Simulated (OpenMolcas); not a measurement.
Co2+: moving the ligands

Co2+ with 6 ligands (fluoride) in octahedral coordination (Oh) at 2.06 Å. A charge of +0.667 e stands 2.8 Å behind each ligand. Ligand basis ANO-RCC-VDZP.
```
Co    0.0000    0.0000    0.0000
F     2.0600    0.0000    0.0000
F     0.0000    2.0600    0.0000
F    -2.0600    0.0000    0.0000
F     0.0000   -2.0600    0.0000
F     0.0000    0.0000    2.0600
F     0.0000    0.0000   -2.0600
```

```
Program             : OpenMolcas 26.06
Method              : SS-CASPT2, IPEA 0.25 Eh, imaginary shift 0.1 Eh (closed shells correlated: 3s 3p and the ligand valence shells)
Basis               : ANO-RCC-VDZP [5s4p2d1f]
Scalar Hamiltonian  : DKH2, point nucleus
Active space        : 7 electrons in 5 orbitals (3d)
State averaging     : 2S+1 = 4 even, 10 roots; 2S+1 = 2 even, 40 roots
Spin-orbit coupling : RASSI with atomic mean-field integrals over the reference wave functions
```

Runs around this geometry, states (labels of O, the rotations of Oh). Energies in cm-1 above the lowest state or level, χT in cm3 K/mol; under a threefold ground state the first gap can be a small split of the lowest multiplet, not the spin-orbit step.

```json
{"R (Å)": "2", "Ground state": "4T1", "First state of that spin": "4T2 7900", "First gap with spin-orbit (degeneracies)": "370 (2, 4)", "χT at 300 K": "3.531", "First state of another spin": "2E 12750"}
{"R (Å)": "2.06", "Ground state": "4T1", "First state of that spin": "4T2 6830", "First gap with spin-orbit (degeneracies)": "370 (2, 4)", "χT at 300 K": "3.591", "First state of another spin": "2E 13970"}
{"R (Å)": "2.19", "Ground state": "4T1", "First state of that spin": "4T2 4940", "First gap with spin-orbit (degeneracies)": "360 (2, 4)", "χT at 300 K": "3.730", "First state of another spin": "2E 15520"}
```

Taking the first state of the same spin as R^-n, n = -ln(4940 / 7900) / ln(2.19 / 2) = 5.2 between the shortest and longest distance.

Roots that are degenerate in the reference are averaged as groups; the widest CASPT2 spread within a group is 130 cm-1 (the 3-fold group of multiplicity 4 near 0 cm-1 above the lowest state of its run, R = 2). Shifts and gaps below about the spread of the groups concerned are not significant. Over all roots computed the reference weight is 0.70 to 0.71 in R = 2, 0.70 to 0.71 in R = 2.06, 0.70 to 0.71 in R = 2.19; a low but even weight reflects the number of correlated electrons. An orbital triplet at a regular site is open to Jahn-Teller coupling, which can distort the site and quench the lowest spin-orbit gaps and is left out. A single d shell leaves out the double-shell effect, which counts most for late 3d ions, where the CASPT2 field can be off either way by tens of per cent. Ligand-to-metal charge-transfer states are missing. These CASPT2 states fit no ligand-field parameters well, so their order and spin gaps are uncertain. For late 3d ions with one d shell CASPT2 can put B and the spin-flip bands somewhat low as well as high. With one d shell and no ligand orbital active, 10Dq can be off by tens of per cent for divalent 3d ions, low with halides held by bare charges and at times high in hosts. Free-ion shares, where given, are those of the reference states; single-state CASPT2 does not remix them. No measured value stands beside these numbers; the geometry was imposed, not optimised, and the real ion may take another.
